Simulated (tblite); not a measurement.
A tight-binding relaxation on `[CH3][Ge@H]([C@H](NC=O)C=C)[NH2]`.

Computed with GFN2-xTB geometry optimisation, gas phase (tblite 0.8.0). Start geometry: from a force field or distance geometry. A driver script takes a list of jobs; this job's settings line and coordinates (Å) are shown.

Command:
```bash
OMP_NUM_THREADS=1 python probes_run.py task.json out
```

Input:
```
{"job": {"kind": "relax", "xc": "GFN2-xTB", "basis": "xTB"}, "charge": 0, "multiplicity": 1}
C     -2.444200     0.715600     1.732100
C     -1.348500     1.050000     1.054400
C     -0.350700    -0.010700     0.630500
N     -0.967800    -0.867600    -0.390900
C     -0.676700    -2.275000    -0.471100
O      0.063000    -2.841600     0.362300
Ge     1.241800     0.830900    -0.122300
C      2.579400    -0.533400    -0.487500
N      0.819700     1.718700    -1.697300
H     -3.152700     1.490400     2.047100
H     -2.676700    -0.318700     1.973300
H     -1.160800     2.089800     0.846800
H     -0.058300    -0.593900     1.529200
H     -1.527100    -0.443100    -1.151200
H     -1.102000    -2.844400    -1.285900
H      1.814200     1.837000     0.920100
H      2.801400    -1.092600     0.443000
H      2.178400    -1.244200    -1.256400
H      3.497400    -0.054600    -0.865700
H      0.047600     2.388600    -1.464800
H      0.413800     1.015900    -2.346000
```

Output:
```
step      E/eV     max force
  0    -777.91843    3.709
  1    -778.23597    2.875
  2    -778.32566    1.706
  3    -778.38638    0.572
  4    -778.42886    0.506
  5    -778.45589    0.577
  6    -778.48196    0.442
  7    -778.49513    0.296
  8    -778.50571    0.290
  9    -778.51584    0.298
... (245 lines left out)
255    -778.97817    0.018
256    -778.97821    0.012
257    -778.97825    0.011
258    -778.97827    0.011
259    -778.97831    0.013
260    -778.97835    0.015
261    -778.97839    0.014
262    -778.97843    0.013
263    -778.97846    0.013
264    -778.97848    0.009
```

«max force» is the largest atomic force in eV/Å.

Q: From which step on does the largest force stay under 0.1 eV/Å, and how much energy is left to gain from there?

A: From step 246 (0.064 eV/Å), 3.2 meV above the end.

Main results: energy lowered by 24.4 kcal/mol over 264 steps; largest atomic force 0.009 eV/Å at the end.

Q: Where do the atoms end?

A: 1.066 Å rms from the input after alignment:
```
atom  x, y, z in Å
C1    -2.5520    0.9103    0.7407
C2    -1.3360    0.9165    1.2618
C3    -0.3104   -0.1443    1.0905
N4    -0.8683   -1.3908    0.6286
C5    -0.7988   -1.7729   -0.6438
O6    -0.1665   -1.2017   -1.5053
Ge7    1.2011    0.6121   -0.1220
C8     2.6765   -0.6483   -0.4955
N9     0.7714    1.5892   -1.5882
H10   -3.2313    1.7327    0.8819
H11   -2.9193    0.0865    0.1502
H12   -0.9919    1.7662    1.8383
H13    0.1770   -0.3267    2.0541
H14   -1.4893   -1.8759    1.2598
H15   -1.3641   -2.6978   -0.8579
H16    1.7347    1.6965    0.8200
H17    3.0489   -1.0960    0.4211
H18    2.3587   -1.4349   -1.1693
H19    3.4873   -0.0989   -0.9632
H20    0.1312    2.3559   -1.4371
H21    0.4321    1.0390   -2.3650
```

On an Arm Neoverse V2 with one thread, shared host with 32 logical CPUs at a one-minute load of 8.3, this took 2.0 s wall.
Labels such as C1 count atoms from 1, the log's own numbers from 0.
